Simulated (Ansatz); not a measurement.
System (SMILES): [S]=[Ge] (S-Ge) (closed-shell singlet).
Atoms: Ge1, S2. Bonds: Ge1-S2.

Basis-set convergence of the optimised Ge1-S2 bond length at B3LYP with Ansatz (a quantum-chemistry and plane-wave program). All functions are spherical. The program fits the integrals of some runs and decomposes those of others, by size. No added dispersion term, no relativity. Reference: the value in pcseg-4, 2.0263 Å, itself unsure by roughly 0.0004 Å (its mean distance from aug-pcseg-3, aug-cc-pV(Q+d)Z, cc-pV(5+d)Z). Deviations are taken from unrounded values. Cost is core time over that of pcseg-1, rough, on shared machines of one kind. It counts the whole optimisation.

| basis | functions | optimised Ge1-S2 bond length (Å) | minus reference (Å) | cost |
|---|---|---|---|---|
| pcseg-0 | 35 | 2.1125 | 0.0861 | 0.6× |
| pcseg-1 | 45 | 2.0417 | 0.0154 | 1× |
| aug-pcseg-1 | 63 | 2.0432 | 0.0168 | 1× |
| pcseg-2 | 77 | 2.0303 | 0.0040 | 1× |
| aug-pcseg-2 | 109 | 2.0290 | 0.0027 | 2× |
| pcseg-3 | 132 | 2.0267 | 0.0004 | 4× |
| aug-pcseg-3 | 182 | 2.0266 | 0.0003 | 9× |
| pcseg-4 | 216 | 2.0263 | 0.0000 | 10× |

The smallest set listed that lies within 0.01 Å of the reference with all its larger relatives (same family, alike in diffuse functions; a set with none counts only in the reference's own line) is pcseg-2 (77 functions, 1× in cost, 0.0040 Å off).
